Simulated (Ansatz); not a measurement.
Coupled-cluster diagnostics for Li8S4, Ansatz.

Geometry of the singlet (PBE0-D4/def2-SVP):

```xyz
12

Li   -2.386   -1.616   -1.971
Li    1.447    2.399    1.291
Li    2.118    0.164    2.181
Li   -3.882   -2.839    1.152
Li   -1.561   -0.074    0.721
Li   -0.829   -0.117   -4.875
Li    4.911    2.667    2.882
Li    0.605   -0.526   -1.572
S    -3.413   -1.150   -0.008
S     2.897    2.120    3.003
S    -0.543   -1.462   -3.283
S     0.636    0.437    0.476
```

Correlated methods freeze 20 core orbitals; core or outer-core shells of Li are correlated, in sets that lack core-valence functions. Another isomer (singlet) lies 2.92 eV lower at PBE0-D4/def2-TZVP; other spin states weren't run for this one.

Task: Estimate the CCSD(T) correlation energy, the shares of MP2 and (T), T1 and the reference's ⟨S²⟩ for: charge 0, singlet, own geometry in def2-SVP; and the rough time on 4 threads of Intel Xeon Platinum 8259CL on a shared host.

Result: 
| state | basis | correlation (eV) | MP2 share (%) | (T) share (%) | T1 | ⟨S²⟩ (pure) | wall time |
| --- | --- | --- | --- | --- | --- | --- | --- |
| charge 0, singlet, own geometry | def2-SVP | -17.545 | 89.4 | 2.8 | 0.012 | 0.00 (0.00) | 38 s |
Customary marks for T1 are 0.02 (closed shells), 0.045 (open shells) and about 0.05 (3d metals). T1 stays under 0.02 throughout.
